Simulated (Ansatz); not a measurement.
The multiplicity is imposed and other spin states were not computed.

Species: [Os(CO)6]2+ (charge 2, multiplicity 1).

**Question.** Give a relaxed geometry from r2SCAN-D4/def2-SVP (Ansatz, a program for electronic structure).

**Answer.** the end point of this relaxation.
Cartesian coordinates (Å) in one orientation:
```xyz
13

Os    -0.001     0.000    -0.004
O      2.739     1.529    -0.422
C      1.764     0.985    -0.273
O      1.362    -2.699    -0.941
C      0.877    -1.739    -0.608
O     -2.741    -1.529     0.413
C     -1.767    -0.985     0.264
O      0.807    -0.632     2.990
C      0.520    -0.407     1.925
O     -0.809     0.631    -2.999
C     -0.522     0.407    -1.934
O     -1.364     2.698     0.933
C     -0.880     1.739     0.599
```
